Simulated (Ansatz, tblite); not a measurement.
Cost and result up the ladder for NiHg5Te4Cl4, a doped nanocrystal cut from zinc blende HgTe (Ni for one cation, 4 Cl caps) (14 atoms). The state is a triplet with charge 0. Geometry: r2SCAN-D4/def2-SVP.

```xyz
14

Te   -2.308    2.326    0.919
Te   -0.447   -0.888   -2.939
Te    0.002   -1.543    2.043
Te    2.987    1.990    0.010
Ni   -2.068   -0.142    1.590
Hg   -0.537   -2.632   -0.425
Hg   -1.831    0.954   -1.464
Hg    0.376    2.699    0.487
Hg    1.523    0.688   -1.920
Hg    2.393   -0.169    1.892
Cl   -3.354   -1.340    0.282
Cl   -0.991   -4.708   -1.509
Cl   -0.070    3.108   -2.276
Cl    4.325   -0.344    3.310
```

Ansatz on 2 threads of AMD EPYC 7R13 on a shared host and a share (18 GiB) of an NVIDIA H100 80GB HBM3; xTB runs through tblite on one thread. Times are rough, summed over both states, and most runs start from the orbitals of an earlier one. PBE0-D4/def2-TZVP serves as the yardstick here, not as an exact answer. The other state is a quartet.

In the def2 sets Hg, Te take a core potential; there is no spin–orbit coupling. The xTB rows come from tblite. Single mean-field runs in def2-TZVP are fitted with def2-universal-jkfit. HOMO above LUMO, or a gap near zero within one spin, warns that the state may not be the lowest or that an electron is smeared out. The order of the spin states hangs on the level: the singlet lies 0.31 eV below the triplet at PBE-D4/def2-TZVP, but 0.05 eV above it at r2SCAN-D4/def2-TZVP.

Raw xTB energies of ions are shifted by several eV, and xTB has no spin-polarisation term.

| level | functions | wall time | vertical IE (eV) | difference from PBE0-D4/def2-TZVP (eV) | remarks |
| --- | --- | --- | --- | --- | --- |
| GFN1-xTB | 101 | 0.12 s | 14.02 | 5.66 | – |
| GFN2-xTB | 101 | 0.29 s | 13.70 | 5.34 | – |
| PBE-D4/def2-TZVP | 608 | 18 s | 7.88 | -0.48 | gap within one spin near zero (+1 quartet) |
| r2SCAN-D4/def2-TZVP (with forces) | 608 | 29 s | 8.12 | -0.24 | gap within one spin near zero (+1 quartet) |
| PBE0-D4/def2-TZVP | 608 | 42 s | 8.36 | 0.00 | – |
